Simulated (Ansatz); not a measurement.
Wavefunction ladder for C3H8Si2, SMILES `C[SiH2]C1=C[SiH2]1`

Z-matrix (Å, degrees):
```
C
Si 1 1.869
H 1 1.093 2 110.8
H 1 1.092 2 110.8 3 -120.0
H 1 1.092 2 110.8 3 119.9
C 2 1.849 1 112.0 3 179.9
H 2 1.489 1 110.6 3 59.6
H 2 1.489 1 110.6 3 -59.8
Si 6 1.828 2 153.8 1 180.0
C 6 1.337 2 139.0 1 0.1
H 9 1.482 6 121.1 2 75.7
H 9 1.482 6 121.1 2 -75.5
H 10 1.084 6 134.6 2 -0.0
```

Total charge 0; spin multiplicity 1. The geometry is a stationary point of PBE0-D4/def2-TZVP. It is one conformer, not always the lowest. Frozen core, restricted reference, Ansatz 0.2.0. CBS rows extrapolate triple and quadruple zeta; past MP2 they add the triple-zeta difference.

```tsv
basis	HF (Eh)	MP2 corr.
def2-TZVPP	-696.13580	-0.73376
def2-QZVPP	-696.15912	-0.78252
```

(1) Estimate the CCSD correlation energy and the (T) correction in each basis where they were run (hartree).

Answers

(1) 
```
     basis  CCSD corr.       (T)
def2-TZVPP    -0.78992  -0.03564
 CBS(def2)    -0.87479     as TZ
```
